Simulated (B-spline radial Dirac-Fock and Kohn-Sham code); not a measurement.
**Electron momentum distribution of Ru³³⁺: Compton profiles**

System: ruthenium as Ru³³⁺, 1s2 2s2 2p6 3s1.

The run's input, task.json:

```json
{"items": [{
  "Z": 44,
  "q": 33,
  "cfg": [[1, 0, 2], [2, 0, 2], [2, 1, 6], [3, 0, 1]],
  "A": 102,
  "rrms": 4.4809,
  "do": ["scatter"],
  "s": [0.0, 0.05, 0.1, 0.15, 0.2, 0.25, 0.3, 0.35, 0.4, 0.45, 0.5, 0.6, 0.7, 0.8, 0.9, 1.0, 1.1, 1.2, 1.4, 1.6, 1.8, 2.0, 2.5, 3.0, 3.5, 4.0, 5.0, 6.0],
  "pz": [0, 0.1, 0.13, 0.18, 0.23, 0.31, 0.41, 0.54, 0.72, 0.96, 1.3, 1.7, 2.2, 3.0, 3.9, 5.2, 6.9, 9.2, 12.0, 16.0, 21.0],
  "hv_scatter": [1000, 5000, 8047.8, 10000, 50000, 100000, 200000, 500000]
}]}
```

Command: `python xray_run.py task.json out`

Level of theory: the impulse approximation on Dirac-Fock orbitals of the configuration average with a finite nucleus; a radial atomic solver. pz is in atomic units of momentum; subshell profiles are per electron, for a selection of subshells; open shells are spread over both j values by their weights.

| pz | J total | J 1s1/2 | J 2p3/2 | J 3s1/2 |
| --- | --- | --- | --- | --- |
| 0 | 0.5036 | 0.0188 | 0.0342 | 0.131 |
| 0.31 | 0.5023 | 0.0188 | 0.0342 | 0.130 |
| 0.41 | 0.5013 | 0.0188 | 0.0342 | 0.129 |
| 0.54 | 0.4997 | 0.0188 | 0.0342 | 0.127 |
| 0.72 | 0.4967 | 0.0188 | 0.0342 | 0.125 |
| 0.96 | 0.4915 | 0.0188 | 0.0342 | 0.121 |
| 1.3 | 0.4821 | 0.0188 | 0.0342 | 0.113 |
| 1.7 | 0.4684 | 0.0187 | 0.0342 | 0.102 |
| 2.2 | 0.4484 | 0.0187 | 0.0342 | 0.0868 |
| 3 | 0.4139 | 0.0185 | 0.0341 | 0.0616 |
| 3.9 | 0.3769 | 0.0184 | 0.0338 | 0.0382 |
| 5.2 | 0.3333 | 0.0180 | 0.0329 | 0.0187 |
| 6.9 | 0.2900 | 0.0175 | 0.0309 | 0.0124 |
| 9.2 | 0.2361 | 0.0166 | 0.0265 | 0.0117 |
| 12 | 0.1721 | 0.0152 | 0.0201 | 0.00703 |
| 16 | 0.1040 | 0.0130 | 0.0118 | 0.00176 |
| 21 | 0.05735 | 0.0103 | 0.00536 | 0.000451 |

J(0) = 0.5036. The 2p3/2 subshell gives the largest part, 27 %.

Mean momentum ⟨p⟩ by subshell (a.u.): 1s1/2 39.5, 2s1/2 14.2, 2p1/2 18.9, 2p3/2 18.2, 3s1/2 8.11.

Values without a named source are computed, but for edge energies of neutral atoms, which are taken from tables.
